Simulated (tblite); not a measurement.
C4H12N2OSi.
SMILES with atom numbers: `[CH2:1]=[N:2][NH:3][Si@@H:4]([CH3:5])[O:6][CH2:7][CH3:8]` (hydrogens: H9, H10 on C1; H11 on N3; H12 on Si4; H13, H14, H15 on C5; H16, H17 on C7; H18, H19, H20 on C8)

Computed with GFN2-xTB (tblite), gas phase: L-BFGS steps from a force-field or distance-geometry start until the largest atomic force falls under 0.01 eV/Å.

Geometry at step 21:
```
atom  x, y, z in Å
C1      2.7603    2.1095    0.1999
N2      2.1589    1.0049    0.2667
N3      1.9038    0.3288   -0.8545
Si4     0.5534   -0.7510   -0.9050
C5      0.7716   -2.2523    0.2376
O6     -0.7097    0.1626   -0.4380
C7     -2.0008   -0.2861   -0.1428
C8     -2.8628    0.8539    0.3863
H9      3.0530    2.5453   -0.7634
H10     2.9070    2.6999    1.0922
H11     2.1835    0.8213   -1.6989
H12     0.4801   -1.1020   -2.3307
H13     1.1307   -3.1301   -0.3075
H14    -0.1978   -2.5261    0.6581
H15     1.4558   -2.0385    1.0648
H16    -2.4281   -0.7254   -1.0495
H17    -1.9255   -1.0807    0.6096
H18    -2.2407    1.5866    0.8912
H19    -3.5860    0.4475    1.0897
H20    -3.4117    1.3428   -0.4186
```

**Question.** What forces act on the atoms?

**Answer.** 
| atom | Fx (eV/Å) | Fy (eV/Å) | Fz (eV/Å) |
| --- | --- | --- | --- |
| C1 | -0.101 | 0.333 | -0.054 |
| N2 | -0.016 | 0.060 | 0.426 |
| N3 | 0.033 | 0.015 | -0.001 |
| Si4 | -0.078 | -0.017 | -0.016 |
| C5 | 0.021 | -0.138 | -0.024 |
| O6 | 0.170 | 0.009 | -0.166 |
| C7 | 0.027 | -0.111 | 0.074 |
| C8 | -0.236 | -0.096 | -0.091 |
| H9 | 0.073 | 0.082 | 0.065 |
| H10 | 0.117 | -0.280 | -0.090 |
| H11 | 0.117 | -0.023 | -0.271 |
| H12 | -0.077 | -0.068 | 0.054 |
| H13 | 0.040 | 0.250 | 0.212 |
| H14 | 0.168 | 0.006 | 0.037 |
| H15 | -0.180 | -0.110 | -0.264 |
| H16 | -0.151 | -0.023 | 0.000 |
| H17 | -0.081 | 0.016 | 0.017 |
| H18 | 0.020 | -0.052 | 0.004 |
| H19 | -0.025 | 0.111 | 0.023 |
| H20 | 0.159 | 0.035 | 0.064 |

The largest, 0.43 eV/Å, acts on N2; the rms over all components is 0.131 eV/Å. The forces sum to zero within rounding, as they must for an isolated molecule in no field.

**Question.** Give the force on N2 in Eh/bohr and in nN.

**Answer.** 0.431 eV/Å ÷ 51.422 = 0.00837 Eh/bohr, and 0.431 eV/Å × 1.602 = 0.69 nN.

**Question.** How far is this geometry from the end of the optimisation?

**Answer.** 0.277 eV above it, and 1.013 Å rms away after alignment. The bonds farthest from their final lengths, with half the difference of the two atoms' forces along the bond (positive lengthens):

```json
{"bond": "C5–H13", "now (Å)": "1.094", "final (Å)": "1.085", "force along bond (eV/Å)": "-0.21"}
{"bond": "C5–H15", "now (Å)": "1.095", "final (Å)": "1.088", "force along bond (eV/Å)": "-0.15"}
{"bond": "C1–H10", "now (Å)": "1.080", "final (Å)": "1.075", "force along bond (eV/Å)": "-0.17"}
{"bond": "N3–H11", "now (Å)": "1.017", "final (Å)": "1.022", "force along bond (eV/Å)": "+0.11"}
{"bond": "C5–H14", "now (Å)": "1.092", "final (Å)": "1.087", "force along bond (eV/Å)": "-0.07"}
{"bond": "C1=N2", "now (Å)": "1.259", "final (Å)": "1.263", "force along bond (eV/Å)": "+0.11"}
```

The angle farthest from its final value is N3–Si4–H12, 102.5° against 111.9°.

What follows is the cost of the whole relaxation. Time: 1.4 s. Hardware: an Arm Neoverse V2 with one thread, no GPU (shared host).
